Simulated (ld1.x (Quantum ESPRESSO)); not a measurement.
# N: excitation energies, all-electron against ultrasoft

nitrogen (N), ultrasoft, made with ld1.x (Quantum ESPRESSO) 7.5 (PBE, non-relativistic). Core [He], reference 2s2 2p2 (charge +1). Waves: 2s (bound): rcut 0.75, rcutus 0.95 bohr; 2s channel at -1.2 Ry: rcut 0.75, rcutus 0.95 bohr; 2p (bound): rcut 1.60, rcutus 2.15 bohr; 2p channel at 1.7 Ry: rcut 1.60, rcutus 2.15 bohr. Local part: all-electron potential smoothed inside 1.35 bohr (lloc = -1). Core correction: a·sin(br)/r model core inside 0.65 bohr. Augmentation charge: PSQ, radius 0.80 bohr.

Energies are relative to the spin-unpolarised reference configuration 2s2 2p2; without spin polarisation the order of configurations can differ from experiment.

Q: Give the all-electron excitation energy and the error of the potential for: 2s2 2p3; 2s2 2p1; 2s2 2p0; 2s2 2p3.3; 2s1 2p0; 2s1 2p3; 2s1 2p4.

A:

```json
{"valence configuration": "2s2 2p3", "charge": "0", "ΔE all-electron (eV)": "-13.597", "error AE − PS (meV)": "+5.5"}
{"valence configuration": "2s2 2p1", "charge": "+2", "ΔE all-electron (eV)": "28.859", "error AE − PS (meV)": "+6.2"}
{"valence configuration": "2s2 2p0", "charge": "+3", "ΔE all-electron (eV)": "75.943", "error AE − PS (meV)": "+87"}
{"valence configuration": "2s2 2p3.3", "charge": "-0.3", "ΔE all-electron (eV)": "-15.218", "error AE − PS (meV)": "+9.6"}
{"valence configuration": "2s1 2p0", "charge": "+4", "ΔE all-electron (eV)": "153.713", "error AE − PS (meV)": "+195"}
{"valence configuration": "2s1 2p3", "charge": "+1", "ΔE all-electron (eV)": "11.748", "error AE − PS (meV)": "+12"}
{"valence configuration": "2s1 2p4", "charge": "0", "ΔE all-electron (eV)": "-2.120", "error AE − PS (meV)": "+22"}
```
